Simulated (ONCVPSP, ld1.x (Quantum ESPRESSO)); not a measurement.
Hardness and transferability of assorted potentials

Generated with ld1.x 7.5 (TM, RRKJ, ultrasoft, PAW), atompaw 4.2 or ONCVPSP 4.0.1. The cutoff is in Ry: for ld1.x and atompaw files where the sum of valence levels is converged to 10 mRy in a Bessel basis, for ONCV files where the hardest occupied wave has 1 mHa per electron of residual kinetic energy. The error is the largest all-electron minus pseudo excitation energy over each file’s own four to seven test configurations (ionisations up to +4, promotions, holes and added fractions of an electron), all of which were solved. The labels leave out finer settings (local radius, basis sizes, second energies), which also bear on the numbers. Spin-polarised tests are not counted. The rows are a selection from randomly drawn settings: files with unsolved tests, undetermined cutoffs or missed reference levels are left out.

A true bound ghost makes a file unfit for plane-wave use even where its test errors are small: the radial tests pick states by their node count and pass the ghost by.

```tsv
element	potential	cutoff (Ry)	largest error (meV)	bound ghosts
O	ONCV, BLYP, scalar-relativistic, rc 0.70/1.15/1.00 (spd), local smoothed, core correction yes, reference 2s2 2p3.75, qcut 12.1/10.7/8.5, projectors 1/2/3	88	+58	d
O	ONCV, LDA (Perdew-Wang 92), scalar-relativistic, rc 0.80/1.70 (sp), local smoothed, core correction yes, reference 2s2 2p4, qcut 7.2/7.7, projectors 2/2	209	+1766	none
Ne	RRKJ, LDA (PZ), non-relativistic, rc 0.55/0.80 (sp), local s, core correction yes, reference 2s2 2p6	230	+382	none
Sn	TM, PBEsol, scalar-relativistic, rc 2.05/2.55/1.70 (spd), local s, core correction no, reference 4d10 5s1.5 5p2.5	80	-288	none
Tl	TM, LDA (PZ), scalar-relativistic, rc 1.80/2.25/1.35 (spd), local s, core correction yes, reference 5d10 6s0 6p0	70	-233	none
```

(1) Fill in the row for Xe: ONCV, PBEsol, scalar-relativistic, rc 1.65/1.55 (sp), local smoothed, core correction no, reference 5s2 5p6, qcut 3.9/5.9, projectors 2/2.

Answers

(1) cutoff 50 Ry, largest error -97 meV, bound ghosts: p.
